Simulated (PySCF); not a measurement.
Compound: C2H11NSi4.
Bonds: N1–C2 (triple), C2–Si3, Si3–Si4, Si4–Si5, Si5–C6, C6–Si7. Hydrogens: H8, H9 on Si3; H10, H11 on Si4; H12, H13 on Si5; H14, H15 on C6; H16, H17, H18 on Si7.

The calculation used core-valence-separated Tamm–Dancoff BHandHLYP/aug-pcX-1 (pcseg-1 on H, def2-SVPD on Si) in PySCF, non-relativistic, gas phase, PBE0-D3(BJ)/def2-SVP geometry.

Computed carbon K-edge spectrum, Gaussian lines of 0.8 eV full width, highest printed point 100; it ends one width below the last computed root. No empirical shift is added; at this level the pattern usually sits a few eV under experiment.

(photon energy (eV), absorption): (282.0, 1), (282.1, 2), (282.2, 4), (282.3, 7), (282.4, 14), (282.5, 24), (282.6, 38), (282.7, 54), (282.8, 72), (282.9, 88), (283.0, 98), (283.1, 100), (283.2, 94), (283.3, 81), (283.4, 64), (283.5, 46), (283.6, 31), (283.7, 19), (283.8, 10), (283.9, 5), (284.0, 3), (284.1, 1), (284.2, 1), (284.3, 1), (284.4, 1), (284.5, 1), (284.6, 2), (284.7, 4), (284.8, 6), (284.9, 9), (285.0, 14), (285.1, 22), (285.2, 31), (285.3, 42), (285.4, 54), (285.5, 65), (285.6, 74), (285.7, 80), (285.8, 82), (285.9, 81)

Where are the maxima, and which lines make them up?

2 maxima:
- 283.1 eV: C2 (cyano carbon), 283.09 eV, f = 0.051, 50 % of the height at the exact maximum; C2 (cyano carbon), 283.06 eV, f = 0.050, 1s→π*, 50 % of the height at the exact maximum
- 285.8 eV: C6 (sp3 carbon bound to silicon), 285.73 eV, f = 0.030, 35 % of the height at the exact maximum; C6 (sp3 carbon bound to silicon), 285.51 eV, f = 0.029, 24 % of the height at the exact maximum; C6 (sp3 carbon bound to silicon), 286.05 eV, f = 0.018, 17 % of the height at the exact maximum

Roots within 0.03 eV on the same or equivalent atoms count as one line; shares under 12 % aren't listed.

Vibrational structure and lifetime widths aren't in the curve. The ionisation threshold wasn't computed; near and above it a finite basis only mimics Rydberg series and continuum.

Cost: about 40 s of CPU time on one thread; the machine was shared, so the figure is rough.

Conformer computed: `[N:1]#[C:2][SiH2:3][SiH2:4][SiH2:5][CH2:6][SiH3:7]`: C2–Si3–Si4–Si5 -48°, Si3–Si4–Si5–C6 -165°, Si4–Si5–C6–Si7 -51°.

One conformer stands for the species.
